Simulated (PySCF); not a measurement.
**`O=C[C@H]1COCC[SiH2]1` in a uniform electric field**

C5H10O2Si.
SMILES with atom numbers: `[O:1]=[CH:2][C@H:3]1[CH2:4][O:5][CH2:6][CH2:7][SiH2:8]1` (hydrogens: H9 on C2; H10 on C3; H11, H12 on C4; H13, H14 on C6; H15, H16 on C7; H17, H18 on Si8)

Geometry (PBE0-D3(BJ)/def2-SVP, Å), atoms numbered from 1 in this order:
```
atom  x, y, z in Å
O1     3.000   -0.924   -0.890
C2     1.933   -0.374   -0.981
C3     1.265    0.379    0.130
C4     0.284    1.439   -0.396
O5    -0.788    0.888   -1.111
C6    -1.777    0.267   -0.329
C7    -1.325   -1.066    0.275
Si8    0.271   -0.814    1.243
H9     1.344   -0.409   -1.935
H10    2.054    0.831    0.755
H11   -0.085    2.058    0.447
H12    0.796    2.120   -1.095
H13   -2.639    0.116   -0.996
H14   -2.106    0.955    0.478
H15   -2.121   -1.484    0.911
H16   -1.144   -1.792   -0.536
H17   -0.010   -0.099    2.528
H18    1.016   -2.076    1.517
```

Level: CAM-B3LYP/def2-SVPD (PySCF); nuclei fixed, core orbitals frozen in the response. Permanent dipole (-3.078, 1.159, 1.466) D (1 au = 2.5417 D). Static polarisability (au):

```
x   97.95 -3.79 -1.80
y   -3.79 84.14 -2.88
z   -1.80 -2.88 85.72
```

Only the terms in μ and α are kept: μ(F) = μ + αF and ΔE = −μ·F − ½ F·αF.

Question: A field of 0.008 au (0.411 V/Å) is applied along each axis in both senses. Find the induced dipole, the size of the total dipole and the two energy terms.

Answer: 
```json
{"field along": "+x", "induced x (D)": "1.992", "induced y (D)": "-0.077", "induced z (D)": "-0.037", "total size (D)": "2.096", "−μ·F (kJ/mol)": "+25.435", "−½F·αF (kJ/mol)": "-8.229"}
{"field along": "−x", "induced x (D)": "-1.992", "induced y (D)": "0.077", "induced z (D)": "0.037", "total size (D)": "5.430", "−μ·F (kJ/mol)": "-25.435", "−½F·αF (kJ/mol)": "-8.229"}
{"field along": "+y", "induced x (D)": "-0.077", "induced y (D)": "1.711", "induced z (D)": "-0.059", "total size (D)": "4.491", "−μ·F (kJ/mol)": "-9.578", "−½F·αF (kJ/mol)": "-7.069"}
{"field along": "−y", "induced x (D)": "0.077", "induced y (D)": "-1.711", "induced z (D)": "0.059", "total size (D)": "3.411", "−μ·F (kJ/mol)": "+9.578", "−½F·αF (kJ/mol)": "-7.069"}
{"field along": "+z", "induced x (D)": "-0.037", "induced y (D)": "-0.059", "induced z (D)": "1.743", "total size (D)": "4.605", "−μ·F (kJ/mol)": "-12.114", "−½F·αF (kJ/mol)": "-7.202"}
{"field along": "−z", "induced x (D)": "0.037", "induced y (D)": "0.059", "induced z (D)": "-1.743", "total size (D)": "3.288", "−μ·F (kJ/mol)": "+12.114", "−½F·αF (kJ/mol)": "-7.202"}
```

Question: For the field (-0.0048, 0.0024, 0.0064) au, what is the induced dipole, and what angle does it make with the field?

Answer: αF = (-1.247, 0.513, 1.399) D, at 4.9° to the field. The polarisability along this direction, F·αF/F², is 91.20 au, against a mean of 89.27 au.

Question: Which field along μ doubles the dipole in that direction (linear response)?

Answer: The polarisability along the dipole is 97.08 au, so F = 1.4167 au / 97.08 au = 0.0146 au = 0.75 V/Å; higher-order terms are ignored.

Question: What field makes μF equal to kT at 400 K?

Answer: kT = 1.2667 × 10⁻³ Eh, so F = 0.000894 au = 4.6 MV/cm.

Question: Induction energy −ᾱe²/2R⁴ of a unit charge at 11 Å, the molecule taken as a point?

Answer: R = 20.79 bohr, so the energy is −89.3/(2 × 20.79⁴) Eh = -0.628 kJ/mol. The charge–dipole term at its most favourable orientation, −μe/R², is -8.61 kJ/mol.

One conformer (not necessarily the lowest) at the PBE0-D3(BJ)/def2-SVP geometry, without solvent, vibrations or thermal averaging.
